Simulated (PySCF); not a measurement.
NMR data sheet: C2H8O4Si2

| Quantity | Value |
| --- | --- |
| Formula | C2H8O4Si2 |
| SMILES | O=CO[Si](O)(O)C[SiH3] |
| InChI | InChI=1S/C2H8O4Si2/c3-1-6-8(4,5)2-7/h1,4-5H,2H2,7H3 |
| Point group of the computed structure | C1 |
| Degrees of unsaturation | 1 |
| Carbon signals | 2 |
| Proton signals | 4 |

Mapped SMILES: `[O:1]=[CH:2][O:3][Si:4]([OH:5])([OH:6])[CH2:7][SiH3:8]`. Hydrogens are named by the atom that carries them.

One conformer, non-relativistic, one averaged value for each set of equivalent atoms, gas phase. Geometry: GFN2-xTB; shielding tensors at PBE0/pcSseg-1 (GIAO); PySCF 2.14.0 with density-fitted response routines.

Scale: 1H (31.72 ppm) and 13C (186.93 ppm) and 29Si (349.16 ppm) against TMS; H2O for 17O (336.08 ppm) (reference shieldings calculated alike).

```tsv
carbon	δC, type	δH (multiplicity)	HMBC from (2–3 bonds)	span of the C tensor (ppm)
C2	167.5, CH	8.09 (s)	–	160
C7	-8.0, CH2	0.04 (q)	H(Si8)	17
```

Other nuclei:
| atoms | nucleus | environment | δ (ppm) | σ (ppm) |
| --- | --- | --- | --- | --- |
| H(Si8) | 1H | hydrogen on a silicon bonded to C | 4.02 | 27.70 |
| H(O5)/H(O6) | 1H | hydrogen on an oxygen bonded to Si | 2.93 | 28.79 |
| Si4 | 29Si | silicon bonded to C, 3 O | -36.5 | 385.6 |
| Si8 | 29Si | silicon bonded to C, 3 H | -74.2 | 423.4 |
| O1 | 17O | carbonyl oxygen | 445.3 | -109.2 |
| O3 | 17O | oxygen bonded to C, Si | 250.2 | 85.9 |
| O5/O6 | 17O | oxygen bonded to Si, H | 61.2 | 274.9 |

- Carbon types of the structure: 1 × CH, 1 × CH2, leaving 5 H on heteroatoms.
- δC 167.5: carbonyl carbon.
- δC -8.0: sp3 CH2 bonded to 2 Si; an electropositive neighbour leaves it electron-rich and shielded.
- δH 4.02: hydrogen on a silicon bonded to C.
- δH 2.93: hydrogen on an oxygen bonded to Si; exchangeable; this is the value without hydrogen bonding to other molecules.
- δH 0.04: hydrogen on an sp3 CH2 bonded to 2 Si; an electropositive neighbour shields it, as in TMS itself.

OH/NH shifts are gas-phase values; hydrogen bonding in solution moves them, usually downfield. Shifts are as computed. Against solution values, carbons near 30 ppm lie about +3 ppm off and those near 130 ppm about +5 ppm. Of 1309 compounds with measured shifts, 239 miss one by over three times the rms of a fit or turn the order of signals round; such compounds aren't used in these exercises. Unscaled 17O shifts of doubly bonded oxygen tend to come out too high, by tens of ppm or more. Experimental scales use liquid or dissolved standards, which lie at an offset from isolated H2O (liquid H2O: subtract about 36 ppm). No couplings were computed; multiplicities are counted from neighbouring protons, with m where these are inequivalent, close in shift, in a saturated or five-membered ring or joined by F or P, and br s for small geminal =CH2 splittings.
